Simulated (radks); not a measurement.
The numbers below are computed, except where a source is named.
Task: Rh XXXVII, configuration [He] 2s2 2p5 (the NIST ground configuration). Level of theory: Dirac Kohn-Sham, PBE, spin-unpolarised, spherical densities, finite nucleus; open shells fill j = l - 1/2 first; Fermi nuclear charge, rms radius 4.4945 fm (a radial shooting solver on a logarithmic mesh with Libxc functionals). Some entries of the table are withheld. Estimate them.

orbital  occ.  eigenvalue (hartree)  <1/r> (bohr^-1)
1s1/2       2             -932.3859            47.10
2s1/2       2                   (1)              (2)
2p1/2       2                   (3)              (4)
2p3/2       3                   (5)              (6)

Result: 
(1) 2s1/2 eigenvalue (hartree): -201.0388
(2) 2s1/2 <1/r> (bohr^-1): 11.11
(3) 2p1/2 eigenvalue (hartree): -193.6395
(4) 2p1/2 <1/r> (bohr^-1): 11.06
(5) 2p3/2 eigenvalue (hartree): -187.9600
(6) 2p3/2 <1/r> (bohr^-1): 10.46
